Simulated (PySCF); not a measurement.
A structure optimised at PBE-D3(BJ)/def2-TZVP, used in a PySCF frequency run:

```xyz
5

Hf     0.0000     0.0000     1.1025
I      0.0000     0.0000    -1.5960
H     -1.5043     0.8685     1.7350
H      0.0000    -1.7370     1.7350
H      1.5043     0.8685     1.7350
```

Q: Write its SMILES, formula and point group.

A: [I][HfH3], H3HfI, C3v

Q: What are its rotational constants (standard atomic weights)?

A: 55.391, 0.91247, 0.91247 GHz
